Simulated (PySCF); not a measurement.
A structure optimised at PBE-D3(BJ)/def2-SVP, used in a PySCF frequency run:

```
Al
F 1 1.6752
O 1 1.7119 2 121.66
H 3 0.9695 1 123.40 2 0.00
S 1 2.1688 2 120.34 3 180.00
C 5 1.8529 1 99.22 2 180.00
H 6 1.1055 5 111.85 1 0.00
H 6 1.1062 7 109.48 5 120.08
H 6 1.1062 7 109.48 8 119.85
```
Charge 0, spin multiplicity 1.

Write its SMILES, formula and point group.

C[S][Al]([OH])[F], CH4AlFOS, Cs

What are its rotational constants (standard atomic weights)?

4.8342, 2.0616, 1.4589 GHz
